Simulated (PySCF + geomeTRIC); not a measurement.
Species: C5H8Si, SMILES `CC1=CC=C[SiH2]1` (charge 0, multiplicity 1).

**Question.** Give a relaxed geometry from PySCF + geomeTRIC with PBE0-D3(BJ)/def2-TZVP.

**Answer.** the end point of this relaxation (outside a Z-matrix the atoms follow the SMILES, hydrogens last).
Cartesian coordinates (Å) in one orientation:
```xyz
14

C      2.105    -0.121    -0.253
C      0.626    -0.087    -0.100
C     -0.214    -1.060    -0.493
C     -1.656    -0.857    -0.262
C     -2.034     0.289     0.327
Si    -0.471     1.242     0.644
H      2.462     0.720    -0.855
H      2.607    -0.040     0.717
H      2.440    -1.046    -0.731
H      0.132    -1.977    -0.968
H     -2.357    -1.629    -0.570
H     -3.069     0.523     0.536
H     -0.188     1.496     2.084
H     -0.388     2.542    -0.079
```
